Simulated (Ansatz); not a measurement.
Reaction (ligand exchange at the Si–O bond): `CO[SiH](O)F` + `O[SiH3]` → `CO[SiH](F)O[SiH3]` + H₂O

Gas-phase electronic energies from Ansatz, PBE0-D4/def2-TZVP geometries. CCSD(T)/CBS adds triple-zeta CCSD(T) − MP2 to the extrapolated MP2 energy (def2 sets, frozen cores). This one scheme is used for every species. DFT in def2-TZVPP. B3LYP here is the variant with VWN-RPA as its local correlation; programs differ in this. One conformer a species, not always the lowest.

Task: Is it downhill or uphill in electronic energy at CCSD(T)/CBS, and by how much? (Estimate.)

Result: Computed: Downhill: ΔE = -0.24 eV.

Task: What do these levels give: PBE0-D4, ωB97X-V, B2PLYP, PBE, r2SCAN, B3LYP, HF/def2-TZVPP, CCSD(T)/def2-TZVPP, HF/def2-QZVPP, SCS-MP2/def2-QZVPP, HF/CBS(def2), MP2/CBS(def2)? (An estimate is asked.)

Result: Ansatz gave: PBE0-D4 -0.19, ωB97X-V -0.18, B2PLYP -0.17, PBE -0.11, r2SCAN -0.16, B3LYP -0.15, HF/def2-TZVPP -0.22, CCSD(T)/def2-TZVPP -0.21, HF/def2-QZVPP -0.24, SCS-MP2/def2-QZVPP -0.23, HF/CBS(def2) -0.24, MP2/CBS(def2) -0.23 eV.

Largest T1 diagnostic among the species: 0.011.

From PBE to PBE0 (25 % exact exchange), in def2-TZVPP and without D4, ΔE moves by −0.03 eV. The D4 term adds −0.07 eV with B3LYP and −0.04 eV with PBE0; it sums over pairs of atoms, weighted by their polarisabilities, and B3LYP, whose exchange is more repulsive, gets the larger term.
